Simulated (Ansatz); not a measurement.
This geometry of C2H6SiZn (10 atoms, charge 0, multiplicity 1) is a first-order saddle point.

Computed with Ansatz 0.2.0, RKS BHLYP-D4/def2-SVP.

```xyz
10
Properties=species:S:1:pos:R:3
C -0.941 0.971 -0.138
C -0.455 -0.463 -0.100
Si 1.423 -0.866 0.279
Zn 0.082 -2.069 -1.211
H -1.743 1.169 0.580
H -0.130 1.679 0.077
H -1.320 1.247 -1.128
H -1.053 -1.073 0.595
H 1.955 -0.629 1.658
H 2.264 -0.016 -0.609
```

Question: Which two structures does it join? (They come from a converged band through this point; their orientation in space is the band's.)

Answer: No bond is made or broken. The dihedral H6–C1–C2–Zn4 goes from -42 to -163°. The two ends are copies of one structure, up to a mirror image or an exchange of like atoms.

First end point:

```xyz
10
Properties=species:S:1:pos:R:3
C -0.909 0.975 -0.207
C -0.443 -0.457 -0.190
Si 1.387 -0.888 0.393
Zn 0.250 -1.955 -1.346
H -0.909 1.422 0.799
H -0.272 1.602 -0.839
H -1.932 1.061 -0.589
H -1.124 -1.084 0.409
H 1.721 -0.797 1.848
H 2.314 0.069 -0.277
```

Last end point:

```xyz
10
Properties=species:S:1:pos:R:3
C -0.922 0.971 -0.164
C -0.472 -0.462 -0.063
Si 1.426 -0.877 0.261
Zn 0.009 -2.095 -1.142
H -1.994 1.042 -0.381
H -0.752 1.524 0.772
H -0.392 1.508 -0.956
H -1.051 -1.002 0.705
H 1.993 -0.637 1.624
H 2.238 -0.023 -0.653
```

Question: How far does it lie above each of them?

Answer: 0.093 eV above the first and 0.093 eV above the second. This is the barrier of this one path; another mechanism may lie lower.

Run time: 4.4 min on 2 threads of Arm Neoverse V1, on a shared host, peak memory 0.25 GiB.
